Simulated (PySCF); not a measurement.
**Au: excitation energy**

Au [Xe] 4f14 5d10 6s1 (2S) → Au [Xe] 4f14 5d10 6p1 (2P), as a difference of total energies. All numbers are calculated (PySCF 2.14, scalar relativity through the core potential, in aug-cc-pwCVDZ-PP with ECP60MDF (6s6p5d3f, 70 functions)). Correlated levels: valence and next inner shell: nothing frozen outside the core potential. The calculations carry no spin-orbit coupling.

```
                                method  excitation energy (cm⁻¹)  error (cm⁻¹)
                                   UHF                     34031         -5871
    MP2 (valence and next inner shell)                     42562         +2659
SCS-MP2 (valence and next inner shell)                     41597         +1694
   CCSD (valence and next inner shell)                     40249          +346
CCSD(T) (valence and next inner shell)                     40363          +461
```

Reference: 39903 cm⁻¹ (measured; NIST levels, between the centres of gravity of the two terms).

Errors of the correlated levels include the incompleteness of this basis.
